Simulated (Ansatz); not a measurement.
Pt₄⁺, relaxed as a doublet with UKS B3LYP-D4/def2-SVP in Ansatz, starting from the GFN2-xTB geometry. Force threshold 0.02 eV/Å.

In the def2 sets Pt takes a core potential; there is no spin–orbit coupling. The charge 1 doublet is spin-contaminated (final ⟨S²⟩ up to 1.78, 0.75 for a pure state). The relaxation made no stability test and no search for a lower SCF solution. At B3LYP-D4/def2-SVP a quartet of charge 1 lies 0.34 eV below the doublet, each at its own geometry. The structure comes from a short search, and lower isomers may exist.

Start:

```xyz
4

Pt   -0.9045    1.1518   -0.6664
Pt    1.1583   -0.4371   -1.0281
Pt   -0.9205   -1.2725    0.3415
Pt    0.6667    0.5577    1.3529
```

```tsv
step	energy (eV)	largest force component (eV/Å)	SCF passes
1	-12987.2155	0.297	73
2 (rejected)	-12987.2088	0.457	36
3	-12987.2220	0.019	36
```

Force components are those of the run's own axes.

End:

Cartesian coordinates in Å:
```
Pt -0.906 1.155 -0.669
Pt 1.150 -0.437 -1.016
Pt -0.909 -1.266 0.341
Pt 0.664 0.548 1.343
```

By distances, no bond broke or formed. The bond that changes most is Pt2–Pt4, from 2.63 to 2.60 Å (atoms count from 1).

No frequencies were taken in this run, so the end may be a saddle point.

It took 19 s on 4 threads of Arm Neoverse V1 on a shared host, peak host memory 0.56 GiB.
